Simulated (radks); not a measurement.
The numbers below are computed, except where a source is named.
The ytterbium ion Yb+ inside a hard spherical wall (all orbitals vanish at R), configuration held at [Xe] 4f14 6s1 and not refilled when levels cross. Level of theory: scalar-relativistic Kohn-Sham, LDA (Slater exchange, VWN5 correlation), spin-polarised, spherical densities, point nucleus; open shells are filled with parallel spins first (spin-orbit coupling, left out, can overturn this in heavy ions) (a radial shooting solver on a logarithmic mesh with Libxc functionals). Eigenvalues in eV for spin up, with the zero of energy where the potential of the charges vanishes at infinity; a dash marks a level that is unbound or too diffuse for the functional's potential to be trusted. A positive occupied level is held by the wall or, in an anion where self-interaction has pushed it up, behind a barrier. The pressure on the wall is -dE/dV.

R (bohr)	E (hartree)	kinetic (hartree)	e(5s)	e(5p)	e(4f)	e(6s)	e(5d, empty)	e(6p, empty)	pressure (GPa)
free	-14050.9636	15310.587	-61.994	-34.489	-10.038	-9.868	-6.969	-5.914	0
20	-14050.9636	15310.587	-61.994	-34.489	-10.038	-9.868	-6.969	-5.914	< 0.0001
15	-14050.9636	15310.587	-61.994	-34.489	-10.038	-9.868	-6.969	-5.913	< 0.0001
7	-14050.9559	15310.650	-61.727	-34.232	-9.773	-9.520	-6.663	-4.927	0.459
3	-14049.4595	15317.279	-52.540	-25.053	1.020	23.176	8.681	41.323	692
2	-14039.0555	15357.349	-20.101	13.257	37.145	149.83	63.143	187.33	16800
1.5	-14006.0117	15468.455	61.313	109.83	103.11	417.63	184.08	475.53	138000
